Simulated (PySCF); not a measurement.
**Rh³⁰⁺: ionisation energy**

Rh³⁰⁺ [Ne] 3s2 3p3 (4S) → Rh³¹⁺ [Ne] 3s2 3p2 (3P), as a difference of total energies. Calculation: PySCF 2.14, in an even-tempered Gaussian basis (18 s from 4.4 bohr⁻², ratio 2.5; 12 p from 5.7 bohr⁻², ratio 2.5; 5 d from 24 bohr⁻², ratio 2.7; 4 f from 36 bohr⁻², ratio 2.7); the spin-free X2C one-electron Hamiltonian (Gaussian nucleus). Correlated levels: outer shells: 1s2 frozen; virtual orbitals above 40 to 60 times the deepest correlated orbital energy dropped. The calculations carry no spin-orbit coupling.

```csv
method,ionisation energy (eV)
UHF,1766.0
MP2 (outer shells),1766.5
SCS-MP2 (outer shells),1766.2
CCSD (outer shells),1766.3
CCSD(T) (outer shells),1766.3
```

Spin-orbit coupling is strong in these open shells (close to jj coupling). The scalar numbers leave it out and a first-order estimate fails, so it can dominate the gap to the real levels.

Breit and QED terms and the two-electron picture change are absent.

For comparison: 1763 ± 7 eV (semi-empirical (NIST evaluation); NIST Atomic Spectra Database, ionization energies).
